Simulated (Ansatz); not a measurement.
Born–Oppenheimer molecular dynamics of AlBrClH₃O₂ (8 atoms, charge 0, multiplicity 1). It starts at the highest image of a converged band. Of that band: The profile has 2 maxima (images 3, 7) with wells between them (image 5): this band takes more than one step, which may be the mechanism or a detour left from its start path. A vibrational analysis at the climbing image gives one clearly imaginary mode, 167i cm⁻¹: a first-order saddle point. Another band between the same ends, with other settings, climbed to 0.008 eV only, so this may not be the lowest route.

Theory: RKS LDA/def2-SVP in Ansatz.

- ensemble: NVE (velocity Verlet)
- time step: 0.5 fs
- steps asked: 200
- starting velocities drawn for: 300 K
- seed: 3407

First frame:

```xyz
8
Properties=species:S:1:pos:R:3
Al -0.013 0.375 0.051
Cl 0.117 -0.303 2.333
O 1.461 -0.062 -0.653
H 1.642 -0.789 -1.266
O -1.586 0.017 -0.453
H -1.888 -0.692 -1.040
Br 0.101 2.556 0.908
H 0.146 1.126 2.190
```

Task: What does the run give?

Result: The run went to its last step.

```yaml
steps_done: 200
time_covered: 100 fs
mean_temperature_over_the_second_half: 173 K
spread_of_the_potential_energy_over_the_second_half: 5.3 meV per atom
mean_potential_energy_of_the_second_half_above_the_start: 12.6 meV per atom
```

The conserved energy stayed within 0.52 meV per atom of its start (net change 0.075 meV per atom), so the integration is sound. A run of 0.1 ps of so small a system gives no equilibrium averages. The orbitals stay closed-shell, which can raise the energy where a bond breaks towards radicals; this wasn't checked here.

Task: What happens to the structure?

Result: The same pairs are bonded in the first frame and the last. Pairs count as bonded within 1.25 times the sum of covalent radii (0.12 Å more for H–H). The details hang on the random start.

Task: How do temperature and energy run in time?

Result: 
| time (fs) | T (K) | potential energy less start (eV) | conserved less start (meV/atom) |
| --- | --- | --- | --- |
| 0 | 300 | 0.000 | 0.00 |
| 8 | 177 | 0.096 | 0.08 |
| 16 | 165 | 0.107 | 0.34 |
| 24 | 103 | 0.157 | 0.51 |
| 32 | 144 | 0.123 | 0.28 |
| 40 | 248 | 0.041 | 0.02 |
| 48 | 178 | 0.096 | 0.08 |
| 56 | 185 | 0.091 | 0.24 |
| 64 | 113 | 0.148 | 0.37 |
| 72 | 93 | 0.164 | 0.42 |
| 80 | 125 | 0.138 | 0.36 |
| 88 | 196 | 0.083 | 0.23 |
| 96 | 272 | 0.023 | 0.07 |

Run time: 84 s on 4 threads of INTEL(R) XEON(R) PLATINUM 8581C CPU @ 2.30GHz (Emerald Rapids) (shared host), peak memory 0.18 GiB.
